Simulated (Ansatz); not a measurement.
The cluster K₁₆⁻ (the lowest doublet isomer of a short search), 16 atoms. Hardware: 2 threads of AMD EPYC 7R13 on a shared host and a share (18 GiB) of an NVIDIA H100 80GB HBM3.

Correlated methods freeze 80 core orbitals; core or outer-core shells of K are correlated, in sets that lack core-valence functions. Single mean-field runs in def2-TZVP are fitted with def2-universal-jkfit.

**Question.** How many basis functions does each of these Ansatz runs have, and roughly what does it cost? PBE/def2-SVP, charge -1 doublet, energy with a search over starts; r2SCAN/def2-TZVP, charge -1 doublet, energy, from earlier orbitals; PBE/def2-SVP, charge -1 doublet, energy, from earlier orbitals; MP2/def2-SVP, charge -1 doublet, energy, from earlier orbitals; PBE0/def2-SVP, charge -1 doublet, energy, from earlier orbitals; PBE/def2-TZVP, charge -1 doublet, energy and forces, from earlier orbitals; RPA@PBE/def2-SVP, charge -1 doublet, energy, from earlier orbitals; PBE0/def2-TZVP, charge -1 doublet, energy, from earlier orbitals; BLYP/def2-TZVP, charge -1 doublet, energy, from earlier orbitals; r2SCAN/def2-SVP, charge -1 doublet, relaxation, 24 steps.

**Answer.** Other jobs shared the machine, so times can vary by a factor of up to 3.

| run | functions | fitting or Cholesky vectors | wall time | peak host memory (GiB) |
| --- | --- | --- | --- | --- |
| PBE/def2-TZVP, charge -1 doublet, energy and forces, from earlier orbitals | 528 | 2560 | 17 s | 1.4 |
| PBE0/def2-TZVP, charge -1 doublet, energy, from earlier orbitals | 528 | 2560 | 17 s | 1.4 |
| RPA@PBE/def2-SVP, charge -1 doublet, energy, from earlier orbitals | 384 | 3648 | 22 s | 2.4 |
| PBE0/def2-SVP, charge -1 doublet, energy, from earlier orbitals | 384 | 3648 | 23 s | 1.3 |
| MP2/def2-SVP, charge -1 doublet, energy, from earlier orbitals | 384 | 3648 | 24 s | 0.96 |
| BLYP/def2-TZVP, charge -1 doublet, energy, from earlier orbitals | 528 | 2560 | 26 s | 1.4 |
| PBE/def2-SVP, charge -1 doublet, energy, from earlier orbitals | 384 | 4416 | 27 s | 1.4 |
| r2SCAN/def2-TZVP, charge -1 doublet, energy, from earlier orbitals | 528 | 2560 | 42 s | 1.9 |
| PBE/def2-SVP, charge -1 doublet, energy with a search over starts | 384 | 4416 | 75 s | 1.5 |
| r2SCAN/def2-SVP, charge -1 doublet, relaxation, 24 steps | 384 | 4416 | 4.5 min | 1.4 |
